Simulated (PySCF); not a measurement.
Compound: C5H14AlN.
SMILES: `C=[CH][Al@H-]([NH3+])[CH](C)C`

A linear-response calculation (PySCF, def2-SVPD basis, gas phase, vertical, core orbitals frozen in the response) gave these numbers; the functional is withheld.

Orbital energies (eV): HOMO-3 -10.52, HOMO-2 -9.25, HOMO-1 -8.97, HOMO -8.25, LUMO 1.13, LUMO+1 2.02, LUMO+2 2.55.

| state | E (eV) | f | main configurations (H = HOMO, L = LUMO) |
| --- | --- | --- | --- |
| S1 | 5.55 | 0.0023 | H→L (58%), H→L+1 (16%) |
| S2 | 5.87 | 0.024 | H→L (28%), H-1→L (20%), H-1→L+1 (16%) |
| S3 | 6.42 | 0.018 | H→L+1 (60%), H-1→L (16%) |
| S4 | 6.70 | 0.136 | H-1→L (37%), H→L+2 (22%), H-2→L+1 (10%) |
| S5 | 6.86 | 0.077 | H-2→L (50%), H→L+2 (17%), H→L+3 (15%) |
| S6 | 6.95 | 0.046 | H-1→L+1 (40%), H→L+2 (17%), H-1→L (11%) |

Triplets (Tamm–Dancoff): T1 4.32 eV, H-2→L+1 (31%), H-1→L+1 (26%), H-2→L+2 (10%); T2 5.13 eV, H-1→L+1 (18%), H→L+1 (16%), H→L (16%); T3 5.68 eV, H→L (67%); T4 6.30 eV, H→L+1 (53%), H→L+3 (12%).

Vertical ionisation energy by ΔSCF with the same functional: 8.32 eV. Mean static polarisability: 101.2 au.

Problem. Name the functional.
A. PBE
B. wB97X-D
C. PBE0
D. HF

Solution. B. wB97X-D is range-separated, 22% exact exchange at short range and 100% at long range (ω = 0.2 bohr⁻¹). In this run −ε(HOMO) = 8.25 eV differs from the ΔSCF value by -0.08 eV, and S1 differs from the orbital gap of 9.38 eV by -3.83 eV. The ratio −ε(HOMO)/IP is 0.99. Usual ranges for neutral molecules in this basis: 0.89 to 0.99 with wB97X-D, 0.5 to 0.7 with PBE, 0.7 to 0.83 with PBE0; Hartree–Fock can't fall below 1, since the ion's relaxation only lowers the ΔSCF value.

Computed, not measured: TDDFT wB97X-D/def2-SVPD, vertical, gas phase, core orbitals frozen in the response in PySCF 2.14.0, density-fitted response routines. The structure is a single PBE0-D3(BJ)/def2-SVP conformer in the gas phase; no vibrational or solvent corrections.

Shape of the structure used: `[CH2:1]=[CH:2][Al@H-:3]([NH3+:4])[CH:5]([CH3:6])[CH3:7]`: C1–C2–Al3–N4 117°, C2–Al3–C5–C6 -173°.
